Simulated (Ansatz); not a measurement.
Consider the redistribution: `F[SiH](F)Br` + `CC[SiH](O)[SiH3]` → `CC[SiH](F)Br` + `O[SiH](F)[SiH3]`.

Gas-phase electronic energies from Ansatz, PBE0-D4/def2-TZVP geometries. CCSD(T)/CBS is the MP2 limit (def2-TZVPP, def2-QZVPP) plus CCSD(T) − MP2 in def2-TZVPP, frozen cores. DFT in def2-TZVPP. For Br outer-core shells are correlated without core-valence functions, which leaves a few kJ/mol of doubt a bond. Scalar relativity is left out up to krypton. Each species was taken in one conformer, which may not be the lowest.

`F[SiH](F)Br`:

```xyz
5

F    -0.855   -1.340   -0.215
Si   -0.078   -0.004    0.101
F    -1.033    1.199   -0.259
Br    1.705    0.099   -1.153
H     0.261    0.045    1.527
```

`CC[SiH](O)[SiH3]`:

```xyz
15

C    -0.608   -1.380   -1.734
C     0.348   -0.444   -1.000
Si   -0.414    0.365    0.510
O    -0.951   -0.757    1.607
Si    1.138    1.705    1.643
H    -0.143   -1.820   -2.620
H    -1.508   -0.854   -2.063
H    -0.925   -2.207   -1.092
H     1.249   -0.984   -0.690
H     0.687    0.358   -1.666
H    -1.569    1.196    0.044
H    -1.776   -1.203    1.413
H     1.667    2.744    0.715
H     0.519    2.391    2.809
H     2.287    0.890    2.126
```

`CC[SiH](F)Br`:

Z-matrix (Å, degrees):
```
C
C 1 1.528
H 1 1.093 2 111.6
H 1 1.092 2 111.0 3 -119.8
H 1 1.092 2 111.4 3 120.3
Si 2 1.852 1 113.0 3 -59.6
H 2 1.096 1 111.0 3 61.2
H 2 1.095 1 111.1 3 179.0
Br 6 2.213 2 110.5 1 -178.5
F 6 1.596 2 109.5 1 -60.0
H 6 1.480 2 113.9 1 59.9
```

`O[SiH](F)[SiH3]`:

Z-matrix (Å, degrees):
```
Si
F 1 1.603
Si 1 2.339 2 109.3
O 1 1.636 2 110.2 3 117.2
H 1 1.488 2 105.0 3 -123.8
H 3 1.487 1 109.5 2 -177.0
H 3 1.486 1 110.3 2 62.6
H 3 1.487 1 109.6 2 -57.8
H 4 0.959 1 118.9 2 71.5
```

```csv
level,ΔE (kJ/mol)
ωB97M-V,-12.4
SCS-MP2/def2-TZVPP,-11.1
```

Problem. What does CCSD(T)/CBS give? (An estimate is asked.)

Solution. Ansatz gave: -11.0 kJ/mol. The listed levels differ from it by -1.4, -0.1 kJ/mol.

Largest T1 diagnostic among the species: 0.013.

In def2-TZVPP, CCSD(T) changes the Hartree–Fock value by +6.0 kJ/mol (the triples alone add +0.9 kJ/mol) and MP2 by +5.9 kJ/mol.
